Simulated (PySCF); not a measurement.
Species: `C#C[C@@H]1[SiH2]N[Si@@H](O[SiH3])[SiH2]1`. The columns A, B, C and D hold Mulliken, IAO, Hirshfeld and ESP-fitted charges (e) of one PBE0/pcSseg-1 density (PySCF), in a shuffled order. Coordinates in Å (GFN2-xTB); the density's dipole moment is (0.70, 0.66, 0.51) D.

```json
{"atom": "C1", "x": "-3.730", "y": "-0.415", "z": "-1.419", "A": "-0.280", "B": "-0.135", "C": "-0.488", "D": "-0.412"}
{"atom": "C2", "x": "-2.916", "y": "-0.297", "z": "-0.547", "A": "-0.028", "B": "-0.049", "C": "+0.055", "D": "+0.304"}
{"atom": "C3", "x": "-1.915", "y": "-0.154", "z": "0.474", "A": "-0.653", "B": "-0.178", "C": "-0.288", "D": "-0.812"}
{"atom": "Si4", "x": "-1.087", "y": "1.568", "z": "0.323", "A": "+0.917", "B": "+0.376", "C": "+0.517", "D": "+0.861"}
{"atom": "N5", "x": "0.239", "y": "1.258", "z": "-0.745", "A": "-0.938", "B": "-0.329", "C": "-0.743", "D": "-0.846"}
{"atom": "Si6", "x": "0.898", "y": "-0.318", "z": "-1.084", "A": "+0.966", "B": "+0.364", "C": "+0.517", "D": "+0.924"}
{"atom": "O7", "x": "2.446", "y": "-0.412", "z": "-0.582", "A": "-0.890", "B": "-0.310", "C": "-0.434", "D": "-0.730"}
{"atom": "Si8", "x": "3.644", "y": "-0.176", "z": "0.477", "A": "+0.886", "B": "+0.388", "C": "+0.602", "D": "+0.721"}
{"atom": "Si9", "x": "-0.559", "y": "-1.505", "z": "0.230", "A": "+0.427", "B": "+0.251", "C": "+0.275", "D": "+0.283"}
{"atom": "H10", "x": "-4.461", "y": "-0.519", "z": "-2.164", "A": "+0.198", "B": "+0.087", "C": "+0.310", "D": "+0.034"}
{"atom": "H11", "x": "-2.407", "y": "-0.252", "z": "1.444", "A": "+0.182", "B": "+0.053", "C": "+0.155", "D": "+0.199"}
{"atom": "H12", "x": "-1.966", "y": "2.567", "z": "-0.288", "A": "-0.129", "B": "-0.078", "C": "-0.093", "D": "-0.091"}
{"atom": "H13", "x": "-0.627", "y": "2.019", "z": "1.648", "A": "-0.157", "B": "-0.090", "C": "-0.124", "D": "-0.109"}
{"atom": "H14", "x": "0.714", "y": "2.061", "z": "-1.121", "A": "+0.268", "B": "+0.120", "C": "+0.377", "D": "+0.215"}
{"atom": "H15", "x": "1.060", "y": "-0.449", "z": "-2.534", "A": "-0.140", "B": "-0.083", "C": "-0.103", "D": "-0.103"}
{"atom": "H16", "x": "3.142", "y": "-0.410", "z": "1.832", "A": "-0.154", "B": "-0.083", "C": "-0.132", "D": "-0.125"}
{"atom": "H17", "x": "4.113", "y": "1.203", "z": "0.330", "A": "-0.151", "B": "-0.082", "C": "-0.124", "D": "-0.126"}
{"atom": "H18", "x": "4.656", "y": "-1.154", "z": "0.087", "A": "-0.141", "B": "-0.080", "C": "-0.129", "D": "-0.122"}
{"atom": "H19", "x": "-0.081", "y": "-1.891", "z": "1.574", "A": "-0.096", "B": "-0.070", "C": "-0.078", "D": "-0.034"}
{"atom": "H20", "x": "-1.168", "y": "-2.712", "z": "-0.350", "A": "-0.088", "B": "-0.072", "C": "-0.073", "D": "-0.031"}
```

Q: Which column most likely holds the ESP-fitted charges?

A: C. Σ q r misses the density's dipole by 0.03 D (C), 0.48 D (B), 1.17 D (A), 3.75 D (D). Charges fitted to the outside potential are the only set here that is tied to the molecule's multipoles.

Q: And the Hirshfeld charges?

A: B. The mean sizes are 0.164 e (B), 0.281 e (C), 0.354 e (D), 0.384 e (A), and Hirshfeld charges are commonly the smallest of these schemes.

As computed, A = IAO, B = Hirshfeld, C = ESP-fitted, D = Mulliken. Hydrogens on carbon: IAO +0.18 to +0.20, Hirshfeld +0.05 to +0.09, ESP-fitted +0.16 to +0.31, Mulliken +0.03 to +0.20 e.

The IAO scheme counts the electrons in orthogonalised intrinsic atomic orbitals, a minimal basis polarised so that it spans the occupied orbitals exactly. The ESP scheme fits charges at the nuclei, held to the total charge, to the electrostatic potential on points at 1.4 to 2.0 times the van der Waals radii.

Isolated species at its GFN2-xTB geometry (one conformer only).

These values come from a run that also computed NMR shieldings. Time: 1.7 min wall; peak memory 1.1 GiB. Hardware: Arm Neoverse N1, one thread, shared host with 64 logical CPUs at a one-minute load of 59.
